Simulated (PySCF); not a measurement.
Vertical excitations of a molecule C3H6BNO from TDDFT-ωB97X/def2-SVPD (PySCF 2.14.0), as energy in eV (oscillator strength): 7.04 (0.000), 7.79 (0.001), 7.85 (0.085), 8.07 (0.001), 8.36 (0.025), 8.46 (0.041), 8.99 (0.147), 9.09 (0.004), 9.29 (0.077), 9.55 (0.022). Lowest triplet (TDA): 6.54 eV. The structure is a stationary point at B3LYP-D3(BJ)/def2-SVP. The values are those of a single conformer.

Question: Which molecule gave these data?
A) OB1C=NCC1
B) CB(C)OC#N
C) CNB1C=CO1
D) NB1CC=CO1

Answer: B, CB(C)OC#N
